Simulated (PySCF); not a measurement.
dimethyl(silyl)silane (C2H10Si2), SMILES [SiH](C)([SiH3])C. Geometry: PBE-D3(BJ)/def2-SVP.

Computed equilibrium geometry at PBE-D3(BJ)/def2-SVP (PySCF confirms it by a frequency run) as a Z-matrix, and its point group:
point group Cs.
```
Si
H 1 1.5108
C 1 1.8971 2 109.16
H 3 1.1085 1 111.20 2 -58.55
H 3 1.1091 4 108.04 1 121.77
H 3 1.1095 4 108.05 5 116.69
C 1 1.8971 2 109.16 3 121.30
H 7 1.1085 1 111.20 2 58.55
H 7 1.1091 8 108.04 1 -121.77
H 7 1.1095 8 108.05 9 -116.69
Si 1 2.3564 2 107.93 3 -119.35
H 11 1.5080 1 111.50 2 60.41
H 11 1.5080 12 108.01 1 122.84
H 11 1.5095 12 107.69 13 116.04
```
Charge 0, spin multiplicity 1.
